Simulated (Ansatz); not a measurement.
HB, charge +1, doublet, at a GFN2-xTB geometry (a state made from the parent by changing its charge; the spin is typed, not shown lowest). Base run: CCSD(T)/cc-pVDZ run with Ansatz (a program for electronic structure).

Here is a job for Ansatz.
Ansatz 0.2 input:
```yaml
crystal:
  periodic: [false, false, false]
  atoms:
    - {symbol: B, position_ang: [-0.00000000, -0.00000000, -0.19907760]}
    - {symbol: H, position_ang: [0.00000000, 0.00000000, 0.99538801]}
basis:
  gaussian:
    orbitals: cc-pVDZ
total_charge: 1
magnetization: {spin_polarized: true, initial_magnetization: 1}
correlation: {method: ccsd_t}
```

Variants of this job, named by their change:

```tsv
change	ΔE vs base (kcal/mol)	MP2 correlation (Eh)	CC correlation without the perturbative part (Eh)	basis functions
base	0.000	-0.03090	-0.04460	19
electrons = all	___	___	___	19
method = rpa	___	-	-	19
diis_vectors = 2	0.000	-0.03090	-0.04460	19
method = bccd	0.317	-0.03090	-0.04461	19
diis_vectors = 4	0.000	-0.03090	-0.04460	19
method = ccsd	0.320	-0.03090	-0.04460	19
lower_state_search = off	0.000	-0.03090	-0.04460	19
accuracy = high	0.000	-0.03090	-0.04460	19
method = mp2	___	-0.03090	-	19
```

Q: Fill in the missing entries.

A: 
- electrons = all, ΔE vs base (kcal/mol): -0.65
- electrons = all, MP2 correlation (Eh): -0.03197
- electrons = all, CC correlation without the perturbative part (Eh): -0.04561
- method = rpa, ΔE vs base (kcal/mol): -7.83
- method = mp2, ΔE vs base (kcal/mol): 8.92
